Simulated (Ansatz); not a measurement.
Basis sets compared for (HMg-mu-Cl)2 (Mg₂H₂Cl₂). Total charge 0; singlet. Geometry PBE0-D4/def2-SVP. Ansatz on 2 threads of Intel Xeon 6975P-C on a shared host; times are rough, and most runs start from earlier orbitals.

Cartesian coordinates in Å:
```
Mg 0.164 -0.097 1.677
H 0.330 -0.189 3.353
Cl 1.444 -0.894 -0.193
Mg -0.164 0.096 -1.677
H -0.326 0.196 -3.353
Cl -1.448 0.887 0.193
```

B3LYP takes the VWN-RPA correlation.

Binding counts from free atoms (Mg singlet, H doublet, Cl doublet) in the same basis, without a counterpoise term.

```csv
level,functions,energy (Eh),HOMO (eV),LUMO (eV),binding per atom (eV),wall time
HF/6-31G,56,-1319.4523,-10.92,1.18,1.72,0.25 s
HF/def2-TZVP,150,-1319.5892,-10.70,1.33,1.92,0.9 s
PBE-D4/def2-SVP,82,-1320.8703,-6.59,-1.57,2.43,0.6 s
PBE-D4/def2-TZVP (with forces),150,-1321.3251,-6.60,-1.63,2.37,1.3 s
r2SCAN-D4/def2-TZVP,150,-1321.8463,-6.85,-1.16,2.48,2.2 s
B3LYP-D4/6-31G,56,-1321.9014,-7.86,-1.45,2.19,0.7 s
B3LYP-D4/def2-TZVP,150,-1322.0427,-7.61,-1.19,2.36,1.6 s
PBE0-D4/def2-SVP,82,-1320.9914,-7.79,-0.89,2.42,0.85 s
PBE0-D4/def2-TZVP (with forces),150,-1321.4422,-7.79,-0.93,2.38,2.1 s
```

**Question.** Estimate the rows for PBE-D4/def2-TZVPD, r2SCAN-D4/def2-TZVPD, PBE0-D4/def2-TZVPD.

**Answer.** 
| level | functions | energy (Eh) | HOMO (eV) | LUMO (eV) | binding per atom (eV) | wall time |
| --- | --- | --- | --- | --- | --- | --- |
| PBE-D4/def2-TZVPD | 180 | -1321.3266 | -6.60 | -1.68 | 2.37 | 1.6 s |
| r2SCAN-D4/def2-TZVPD | 180 | -1321.8478 | -6.83 | -1.18 | 2.48 | 3.3 s |
| PBE0-D4/def2-TZVPD | 180 | -1321.4437 | -7.78 | -1.00 | 2.38 | 2.2 s |
